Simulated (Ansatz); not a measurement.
Input for Ansatz (a quantum-chemistry and plane-wave program): R-r2SCAN/def2-TZVPP on FHOTe (SMILES O[Te]F), a point of a torsion scan. Elements past Kr take the def2 small-core potentials; no spin–orbit coupling.

Ansatz 0.2 input:
```yaml
crystal:
  periodic: [false, false, false]
  atoms:
    - {symbol: O, position_ang: [-1.04416831, 0.16465259, 0.34150651]}
    - {symbol: Te, position_ang: [0.60391063, 1.03295728, -0.21217135]}
    - {symbol: F, position_ang: [1.67966041, -0.61090090, 0.09076562]}
    - {symbol: H, position_ang: [-1.23981838, -0.58756821, -0.22280653]}
basis:
  gaussian:
    orbitals: def2-TZVPP
hamiltonian:
  xc: {name: r2SCAN}
scf: {lower_state_search: off}
```

It printed:

```
WARN ansatz: RAYON_NUM_THREADS=1 ignored (pool sized by the plan → 1); use --threads N
Functional definition: r2SCAN
these checks for a lower state are left out or cut short: stability, starts, cluster_reference, orbital_swaps, neighbouring_geometries, increment
integrals: 0.04 GiB planned
752 factors; their error is unknown
mean field: 0.33 GiB planned
mean field evaluation 1: about -12068.6934 eV, gradient 6.8e1 eV
mean field evaluation 2: about -11990.8327 eV, gradient 1.8e2 eV
mean field evaluation 4: about -12075.6519 eV, gradient 2.0e1 eV
mean field evaluation 8: about -12076.3276 eV, gradient 9.9e-2 eV
mean field evaluation 16: about -12076.2036 eV, gradient 1.6e-4 eV
mean field -12076.20356242 eV, -443.7922953742 hartree, gradient 7.4e-6 eV, S^2 0.000000; 0 other end points of the search recorded, 0 dependent functions left out
reference -12076.20357164 eV, -443.7922957131 hartree; 21, 21 occupied and 105, 105 virtual orbitals, 752 factors
Total energy: -12076.20357164 eV, -443.7922957131 hartree
Checks for a lower state left out: stability, starts, cluster_reference, orbital_swaps, neighbouring_geometries, increment
```

The run converged.

Cost: roughly 1.6 core-seconds.
